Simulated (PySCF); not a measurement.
O3Sn. Atoms are numbered in the order given.

```xyz
4

Sn     0.0000     0.0000     0.1937
O      0.0000     0.0000     2.0355
O      0.0000     0.8082    -1.6229
O      0.0000    -0.8082    -1.6229
```
Charge 0, spin multiplicity 1.

Geometry optimised at B3LYP-D3(BJ)/def2-SVP. The def2 effective core potentials stand for the cores of Sn; spin–orbit coupling is left out.

Calculation: CAM-B3LYP/def2-TZVPD in PySCF.

Symmetry labels are those of the subgroup C2v that the program uses (full group C2v).

Computed valence orbital energies around the gap with their symmetry:
```tsv
orbital	symmetry	energy (eV)
HOMO−7	A1	-15.96
HOMO−6	A1	-13.49
HOMO−5	B1	-13.07
HOMO−4	A1	-12.45
HOMO−3	B2	-11.51
HOMO−2	B1	-10.90
HOMO−1	B2	-10.15
HOMO	A2	-9.74
LUMO	A1	-3.06
LUMO+1	B1	-1.67
LUMO+2	B2	-1.28
LUMO+3	B2	0.13
```
